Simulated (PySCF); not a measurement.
Species: C8H4F2O2.
Structure used (PBE0-D3(BJ)/def2-SVP), in Å, numbered top down from 1:
```xyz
16
C8H4F2O2 angstrom
O      3.557   -0.562   -0.805
C      2.863    0.116   -0.126
F      3.389    1.041    0.687
C      1.384    0.077   -0.048
C      0.669    0.940    0.791
C     -0.716    0.865    0.837
C     -1.386   -0.074    0.045
C     -2.865   -0.120    0.132
O     -3.558    0.566    0.806
F     -3.392   -1.061   -0.661
C     -0.672   -0.937   -0.795
C      0.713   -0.861   -0.841
H      1.207    1.666    1.402
H     -1.299    1.526    1.481
H     -1.210   -1.663   -1.406
H      1.296   -1.521   -1.486
```

The closed-shell ground state was solved at several levels (PySCF, density fitting, gas phase, non-relativistic). The dipole stays under 0.02 D at every level.

| level | basis functions | total energy (Eh) | HOMO (eV) | LUMO (eV) | gap (eV) |
| --- | --- | --- | --- | --- | --- |
| PBE0/pcSseg-1 | 224 | -656.6590 | -8.58 | -3.04 | 5.54 |
| B97-2/pcSseg-2 | 488 | -657.4535 | -8.30 | -3.08 | 5.22 |
| wB97X-D/def2-SVPD | 284 | -656.7537 | -10.35 | -1.42 | 8.93 |

Problem. Estimate the row for B3LYP/pcJ-1, a basis of 364 functions; the other rows only guide the guess.

Solution. Total energy -657.4357 Eh, HOMO -8.33 eV, LUMO -3.19 eV, gap 5.14 eV.

Problem. Over all these levels, which gives the widest orbital gap and which the narrowest?

Solution. wB97X-D/def2-SVPD (range-separated hybrid) has the widest, 8.93 eV, and B3LYP/pcJ-1 (global hybrid, 20 % exact exchange) the narrowest, 5.14 eV. Functional and basis both differ between the two, so the spread mixes both effects.

One conformer stands for the species.

wB97X-D is run here without its empirical dispersion term; that term would change no orbital, density or response property at a fixed geometry.
